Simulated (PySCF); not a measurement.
C3H6Cl (SMILES CC[CH]Cl), doublet, at a GFN2-xTB geometry; MP2/pcseg-1 (PySCF).

Here is a job for PySCF.
```python
from pyscf import gto, scf, mp

mol = gto.Mole()
mol.atom = '''
    C     0.88196835   -0.69035601   -0.06520633
    C     2.33446101   -0.22289527   -0.00871853
    C    -0.04521944    0.45133341   -0.21727741
    H     0.63004599   -1.24911322    0.84093252
    H     0.77187846   -1.39427599   -0.90612752
    H     3.00027462   -1.07594315    0.09232763
    Cl   -1.68930543    0.26027060    0.15334852
    H     2.59685791    0.31448981   -0.91653331
    H     2.48724108    0.43935498    0.83925443
    H     0.20463477    1.31239464   -0.80956506
'''
mol.basis = 'pcseg-1'
mol.spin = 1
mol.verbose = 4
mol.build()

mf = scf.UHF(mol)
mf.kernel()

pt = mp.MP2(mf, frozen=8)
pt.kernel()
print('E(MP2) = %.10f' % pt.e_tot)
```

The log (banner, timings and long lists left out):

```
PySCF version 2.14.0

[INPUT] verbose = 4
[INPUT] num. atoms = 10
[INPUT] num. electrons = 41
[INPUT] charge = 0
[INPUT] spin (= nelec alpha-beta = 2S) = 1
[INPUT] symmetry False subgroup None
[INPUT] Mole.unit = angstrom
[INPUT] Symbol           X                Y                Z      unit          X                Y                Z       unit  Magmom
[INPUT]  1 C      0.881968350000  -0.690356010000  -0.065206330000 AA    1.666678632035  -1.304583787347  -0.123222105288 Bohr   0.0
[INPUT]  2 C      2.334461010000  -0.222895270000  -0.008718530000 AA    4.411491957376  -0.421211014761  -0.016475633909 Bohr   0.0
[INPUT]  3 C     -0.045219440000   0.451333410000  -0.217277410000 AA   -0.085452357106   0.852896535766  -0.410594797955 Bohr   0.0
[INPUT]  4 H      0.630045990000  -1.249113220000   0.840932520000 AA    1.190614366980  -2.360481884374   1.589132152040 Bohr   0.0
[INPUT]  5 H      0.771878460000  -1.394275990000  -0.906127520000 AA    1.458638890851  -2.634799763157  -1.712332846731 Bohr   0.0
[INPUT]  6 H      3.000274620000  -1.075943150000   0.092327630000 AA    5.669697330284  -2.033237879102   0.174473934430 Bohr   0.0
[INPUT]  7 Cl    -1.689305430000   0.260270600000   0.153348520000 AA   -3.192324603441   0.491840152276   0.289786704407 Bohr   0.0
[INPUT]  8 H      2.596857910000   0.314489810000  -0.916533310000 AA    4.907350234310   0.594299609867  -1.731996939941 Bohr   0.0
[INPUT]  9 H      2.487241080000   0.439354980000   0.839254430000 AA    4.700204446967   0.830260583664   1.585961021528 Bohr   0.0
[INPUT] 10 H      0.204634770000   1.312394640000  -0.809565060000 AA    0.386703670863   2.480066436947  -1.529856243417 Bohr   0.0

nuclear repulsion = 150.550847732941
number of shells = 24
number of NR pGTOs = 161
number of NR cGTOs = 90
basis = pcseg-1
ecp = {}

******** <class 'pyscf.scf.uhf.UHF'> ********
method = UHF
initial guess = minao
damping factor = 0
level_shift factor = 0
DIIS = <class 'pyscf.scf.diis.CDIIS'>
diis_start_cycle = 1
diis_space = 8
diis_damp = 0
SCF conv_tol = 1e-09
SCF conv_tol_grad = None
SCF max_cycles = 50
direct_scf = True
direct_scf_tol = 1e-13
number electrons alpha = 21  beta = 20
Set gradient conv threshold to 3.16228e-05
init E= -577.035310504055

cycle= 1 E= -576.417475993693  delta_E= 0.618  |g|= 0.296  |ddm|= 2.11
cycle= 2 E= -576.473236689865  delta_E= -0.0558  |g|= 0.143  |ddm|= 0.487
cycle= 3 E= -576.485139477737  delta_E= -0.0119  |g|= 0.043  |ddm|= 0.176
cycle= 4 E= -576.487259025536  delta_E= -0.00212  |g|= 0.0122  |ddm|= 0.0931
cycle= 5 E= -576.487518422494  delta_E= -0.000259  |g|= 0.00591  |ddm|= 0.029
cycle= 6 E= -576.487587469921  delta_E= -6.9e-05  |g|= 0.00237  |ddm|= 0.0173
cycle= 7 E= -576.487598877433  delta_E= -1.14e-05  |g|= 0.00091  |ddm|= 0.0079
cycle= 8 E= -576.487600450218  delta_E= -1.57e-06  |g|= 0.000368  |ddm|= 0.00297
cycle= 9 E= -576.487600744034  delta_E= -2.94e-07  |g|= 0.000146  |ddm|= 0.00135
cycle= 10 E= -576.487600787451  delta_E= -4.34e-08  |g|= 5.39e-05  |ddm|= 0.000546
cycle= 11 E= -576.487600792906  delta_E= -5.45e-09  |g|= 2.12e-05  |ddm|= 0.000185
cycle= 12 E= -576.48760079371  delta_E= -8.04e-10  |g|= 7.75e-06  |ddm|= 7.14e-05
Extra cycle  E= -576.487600793784  delta_E= -7.48e-11  |g|= 4.78e-06  |ddm|= 1.36e-05
converged SCF energy = -576.487600793784  <S^2> = 0.76401584  2S+1 = 2.0139671

******** <class 'pyscf.mp.ump2.UMP2'> ********
nocc = (np.int64(13), np.int64(12)), nmo = (82, 82)
frozen orbitals 8
E(UMP2) = -577.024458885767  E_corr = -0.536858091982746
E(SCS-UMP2) = -577.020479533948  E_corr = -0.532878740163239
E_corr(same-spin) = -0.128481888710833
E_corr(oppo-spin) = -0.408376203271912
E(MP2) = -577.0244588858
```
